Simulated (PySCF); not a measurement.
Question: What does the PBE0-D3(BJ)/def2-SVP structure of `OB(P)C1CC1` look like in three dimensions?

Answer: 
```xyz
14
C3H8BOP angstrom
O      1.498   -0.978    1.631
B      0.882   -0.471    0.531
P      1.899   -0.101   -1.091
C     -0.663   -0.331    0.581
C     -1.494   -0.393   -0.687
C     -1.356    0.901    0.023
H      2.454   -1.045    1.558
H      1.252    1.114   -1.460
H      3.011    0.537   -0.463
H     -1.133   -0.758    1.474
H     -0.968   -0.531   -1.637
H     -2.451   -0.920   -0.633
H     -2.214    1.280    0.585
H     -0.736    1.683   -0.425
```

Orientation and origin are arbitrary. Atoms count from 1 in this order. B2 (three-coordinate boron) is planar (angles 121.9°, 120.6° and 117.3°, sum 359.8°, 0.05 Å off the plane of its three neighbours). P3 (three-coordinate phosphorus) is pyramidal (angles 98.1°, 97.2° and 94.9°, sum 290.2°, 0.79 Å off the plane of its three neighbours). The 3-membered ring C4–C5–C6 has internal angles of 58.4° to 60.9°. Of the pairs four or more bonds apart, H8···H14 is among the closest relative to their van der Waals radii: 2.31 Å, 96 % of the sum of Bondi's values.

Bonds between heavy atoms (Å): O1–B2 1.358, B2–P3 1.950, B2–C4 1.553, C4–C5 1.517, C5–C6 1.483, C4–C6 1.520.

Computed, not measured: PBE0-D3(BJ)/def2-SVP geometry optimisation, gas phase (PySCF 2.14.0).

Point group: C1 (no symmetry element, even within 0.4 Å). Whether it is a minimum is left open (no frequencies). One conformer, not necessarily the lowest (H–O1–B2–P3 6°, O1–B2–P3–H -141° and -45°, O1–B2–C4–C5 -152°).

The run took 81 s wall on Arm Neoverse V1, one thread, shared host, and the process peaked at 0.51 GiB of memory. That covers the optimisation of the geometry.
